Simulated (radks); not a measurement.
Values are calculated unless marked as measured or tabulated.
Question: All-electron atom: La4+ in [Kr] 4d10 5s2 5p5. Level of theory: non-relativistic Kohn-Sham, r2SCAN, spin-polarised, spherical densities, point nucleus; open shells are filled with parallel spins first (spin-orbit coupling, left out, can overturn this in heavy ions); meta-GGA in the generalised Kohn-Sham scheme; relativity is left out, which matters for an element this heavy (a radial shooting solver on a logarithmic mesh with Libxc functionals). Some entries of the table are withheld. Estimate them.

| orbital | occ. | eigenvalue (hartree) | <r> (bohr) |
|---|---|---|---|
| 1s up | 1 | -1360.540 | 0.02665 |
| 1s down | 1 | -1360.536 | 0.02665 |
| 2s up | 1 | -212.4057 | 0.1142 |
| 2s down | 1 | -212.4051 | 0.1142 |
| 2p up | 3 | -200.6035 | 0.09714 |
| 2p down | 3 | -200.6009 | 0.09714 |
| 3s up | 1 | -46.74395 | 0.2991 |
| 3s down | 1 | -46.74223 | 0.2991 |
| 3p up | 3 | -41.66253 | 0.2894 |
| 3p down | 3 | -41.65987 | 0.2894 |
| 3d up | 5 | -32.23481 | 0.2605 |
| 3d down | 5 | -32.23197 | 0.2605 |
| 4s up | 1 | -10.60649 | 0.6832 |
| 4s down | 1 | -10.60119 | 0.6833 |
| 4p up | 3 | -8.70669 | 0.7051 |
| 4p down | 3 | -8.70114 | 0.7051 |
| 4d up | 5 | -5.39490 | 0.7626 |
| 4d down | 5 | -5.38775 | 0.7618 |
| 5s up | 1 | -2.66238 | 1.583 |
| 5s down | 1 | -2.61827 | 1.585 |
| 5p up | 3 | -2.11555 | (1) |
| 5p down | 2 | -2.07276 | (2) |
| 4f up | 0 | -1.61423 | 1.021 |
| 4f down | 0 | -1.59714 | 1.011 |
| 5d up | 0 | -1.26479 | 2.127 |
| 5d down | 0 | -1.22797 | 2.149 |
| 6s up | 0 | (3) | (4) |
| 6s down | 0 | (5) | (6) |

Answer: 
(1) 5p up <r> (bohr): 1.726
(2) 5p down <r> (bohr): 1.730
(3) 6s up eigenvalue (hartree): -0.93954
(4) 6s up <r> (bohr): 3.297
(5) 6s down eigenvalue (hartree): -0.92560
(6) 6s down <r> (bohr): 3.357
